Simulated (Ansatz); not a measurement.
Two members of one family (Series SiCl2X2), computed with Ansatz in the gas phase. The two geometries come from different levels. Binding counts from free atoms in the multiplicity of their measured ground term, without zero-point energy. A dash marks a value that wasn't run or was left out as unsound. The structures are stationary points that may keep the symmetry of their start. Remarks come from the PBE and PBE0 runs and from stability tests at other levels; not every state was tested. HOMO above LUMO (over both spins in singlets and doublets, within one spin in higher multiplets; at PBE or PBE0), or a gap under 0.15 eV within one spin, warns that the state may not be the lowest or that an electron is smeared out.

First: Si(NH2)2Cl2 (singlet, charge 0, PBE-D4/def2-SVP geometry).

Cartesian coordinates in Å:
```
Si 0.007 0.160 -0.422
N -0.769 0.900 0.918
H -0.210 1.128 1.744
H -1.492 1.602 0.745
N 0.749 -1.291 0.114
H 0.167 -2.005 0.560
H 1.489 -1.709 -0.456
Cl 1.549 1.230 -1.338
Cl -1.492 -0.016 -1.865
```

```tsv
level	HOMO (eV)	LUMO (eV)	gap (eV)	vertical IE (eV)	binding per atom (eV)
PBE-D4/def2-TZVP	-6.59	-0.47	6.12	9.46	3.70
revPBE-D4/def2-TZVP	-6.53	-0.38	6.16	–	3.61
r2SCAN-D4/def2-TZVP	-6.94	0.07	7.01	9.70	3.63
PBE0-D4/def2-SVP	-7.85	1.06	8.91	–	3.59
PBE0-D4/def2-TZVP	-8.06	0.45	8.51	10.03	3.63
```

Remarks: gap within one spin near zero at PBE or PBE0 (+1 doublet).

Second: Si(NCS)2Cl2 (singlet, charge 0, r2SCAN-D4/def2-SVP geometry).

```
atom   x (Å)   y (Å)   z (Å)
 Si1  -0.551   0.601   0.284
  N2   0.098  -0.658   1.215
  C3   0.521  -1.525   1.937
  S4   1.077  -2.657   2.869
  N5   0.057   0.490  -1.294
  C6   0.446   0.473  -2.435
  S7   0.957   0.442  -3.916
 Cl8  -0.019   2.395   1.096
 Cl9  -2.586   0.440   0.243
```

**Question.** Estimate the same table for the second.

**Answer.** 
```
              level  HOMO (eV)  LUMO (eV)  gap (eV)  vertical IE (eV)  binding per atom (eV)
   PBE-D4/def2-TZVP      -6.81      -2.51      4.30              9.09                   4.81
revPBE-D4/def2-TZVP      -6.76      -2.42      4.33                 –                   4.65
r2SCAN-D4/def2-TZVP      -7.10      -2.35      4.75                 –                   4.60
   PBE0-D4/def2-SVP      -7.91      -1.54      6.37                 –                   4.60
  PBE0-D4/def2-TZVP      -7.95      -1.70      6.26              9.53                   4.60
```

Remarks: gap within one spin near zero at PBE or PBE0 (+1 doublet).
